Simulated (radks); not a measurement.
Valence configurations of Hf+ (all share [Xe]). Method: scalar-relativistic Kohn-Sham, PBEsol, spin-polarised, spherical densities, finite nucleus; open shells are filled with parallel spins first (spin-orbit coupling, left out, can overturn this in heavy ions); Fermi nuclear charge, rms radius 5.347 fm; computed with a radial shooting solver on a logarithmic mesh with Libxc functionals. Energies are relative to 4f14 5d1 6s2; eigenvalues in eV for spin up.

| valence | E (eV) | moment (Bohr magnetons) | e(4f) | e(5d) | e(6p) | e(6s) |
|---|---|---|---|---|---|---|
| 4f14 5d1 6s2 | 0.000 | 1 | -26.225 | -11.036 | - | -12.118 |
| 4f14 5d1.5 6s1.5 | 0.201 | 2 | -24.968 | -10.488 | - | -11.938 |
| 4f12 5d1 6s2 6p2 | 59.267 | 5 | -53.260 | -20.575 | -10.360 | -16.992 |
| 4f14 5d2.5 6s0.5 | 1.125 | 3 | -22.638 | -9.267 | - | -11.234 |
| 4f13 5d2 6s2 | 18.012 | 3 | -34.884 | -12.861 | - | -12.809 |
| 4f13.5 5d1 6s2 6p0.5 | 10.809 | 2 | -32.605 | -13.329 | -7.961 | -13.411 |
| 4f14 5d2 6s1 | 0.192 | 3 | -23.737 | -9.928 | - | -11.698 |
| 4f12 5d2 6s2 6p1 | 49.879 | 5 | -48.624 | -17.631 | -9.065 | -15.250 |
| 4f12 5d4 6p1 | 44.882 | 7 | -42.452 | -14.123 | -7.935 | - |
| 4f14 5d1 6s1.5 6p0.5 | 2.109 | 2 | -26.948 | -11.762 | -7.669 | -12.824 |

NIST lists [Xe] 4f14 5d1 6s2 as the ground configuration; this level of theory agrees among the configurations tried. The energies are those of spherical high-spin densities, not of single terms.
